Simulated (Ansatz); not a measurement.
`C[S][Cd][F]` + `CNC` → `C[S][Cd][N](C)C` + H–F at 700 K and 1 bar (ligand exchange at a Cd–F bond).

Isolated molecules relaxed with PBE0-D4/def2-TZVP in Ansatz; ΔE leaves out vibrations. CCSD(T)/CBS is the MP2 limit (def2-TZVPP, def2-QZVPP) plus CCSD(T) − MP2 in def2-TZVPP, frozen cores. This one scheme is used for every species. def2 core potentials past Kr. For Cd outer-core shells are correlated without core-valence functions, which leaves a few kJ/mol of doubt a bond. Each species was taken in one conformer, which may not be the lowest.

| species | CCSD(T)/CBS energy (Eh) | H − E (kJ/mol) | S (J/(mol·K)) |
| --- | --- | --- | --- |
| `C[S][Cd][F]` | -705.17805 | 166.3 | 430.2 |
| `CNC` | -135.00321 | 296.9 | 352.4 |
| `C[S][Cd][N](C)C` | -739.76277 | 417.7 | 584.2 |
| H–F | -100.39570 | 45.2 | 198.5 |

H − E and S are ideal-gas, rigid-rotor, harmonic terms from PBE0-D4/def2-TZVP, for one conformer and one mirror image of each species. 1 Eh = 2625.50 kJ/mol, R = 8.31446 J/(mol·K).

**Question.** By hand: ΔE, ΔH, ΔS and ΔG.

**Answer.** ΔE = (-739.76277) + (-100.39570) − (-705.17805) − (-135.00321) = 0.02279 Eh = 59.8 kJ/mol. Δ(H − E) = 417.7 + 45.2 − 166.3 − 296.9 = -0.3, so ΔH = 59.5 kJ/mol. ΔS = 584.2 + 198.5 − 430.2 − 352.4 = 0.1 J/(mol·K). ΔG = 59.5 − 700 × (0.1)/1000 = 59.4 kJ/mol.

**Question.** By hand: the equilibrium constant, and the temperature at which ΔG would vanish if ΔH and ΔS stayed fixed.

**Answer.** log₁₀ K = −ΔG/(RT ln 10) = -4.4. ΔG = 0 at ΔH/ΔS = 595000 K, far beyond where these terms or the molecules hold.

The number of gas molecules stays the same, so ΔS is small and ΔH decides. A doubt of 5 kJ/mol in ΔE shifts log₁₀ K by 0.4 here. Other conformers and mirror images would add mixing entropy, several J/(mol·K) or more a flexible species. Modes under 60 cm⁻¹, often nearly free rotors, make the harmonic entropy too high. These are equilibria of isolated gas molecules and say nothing of rates. Largest T1 diagnostic: 0.015 (customary marks: 0.02 for closed shells, 0.045 for open ones).
